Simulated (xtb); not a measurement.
phosphoric acid (H3O4P), SMILES P(O)(=O)(O)O. All values are semi-empirical tight-binding results from xtb (GFN2-xTB unless named), good for trends rather than for accurate numbers. Coordinates come from a GFN2-xTB optimisation. Other conformers were not sampled.

```yaml
point_group_as_xtb_finds_it: C3
orbital_gap: 11.02 eV
zero_point_energy: 28.6 kcal/mol
G − E(el) at 298.15 K (modified RRHO): 10.7 kcal/mol
static polarisability (D4 model): 49.4 bohr³
solvation energy, GFN2-xTB/ALPB(water): -18.9 kcal/mol
solvation energy, GFN2-xTB/ALPB(thf): -18.5 kcal/mol
```
